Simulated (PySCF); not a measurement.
Sn(Pgl)(OH)3 (C₃H₆O₃Sn), SMILES C#C[CH2][Sn]([OH])([OH])[OH].

The structure is a stationary point at PBE-D3(BJ)/def2-SVP. The def2 effective core potentials stand for the cores of Sn; spin–orbit coupling is left out. One conformer was computed; it need not be the lowest.

Computed with TDA-PBE/def2-SVPD in PySCF.

Vertical excitations. Isolated molecule, no solvent.

Computed lowest excited states:
| state | energy (eV) | λ (nm) | f | main pairs |
|---|---|---|---|---|
| S1 | 4.36 | 284 | 0.091 | HOMO→LUMO 85 % |
| S2 | 4.46 | 278 | 0.010 | HOMO−1→LUMO 60 %, HOMO−2→LUMO 32 % |
| S3 | 4.60 | 270 | 0.024 | HOMO−2→LUMO 66 %, HOMO−1→LUMO 28 % |
| S4 | 4.86 | 255 | 0.011 | HOMO−4→LUMO 80 %, HOMO−3→LUMO 16 % |
| S5 | 4.91 | 253 | 0.046 | HOMO−3→LUMO 76 %, HOMO−4→LUMO 17 % |
| S6 | 5.86 | 212 | 0.051 | HOMO−5→LUMO 86 % |
| T1 | 3.77 | 329 | 0 | HOMO→LUMO 98 % |
| T2 | 4.24 | 292 | 0 | HOMO−1→LUMO 89 % |
Triplets are in the Tamm–Dancoff approximation.
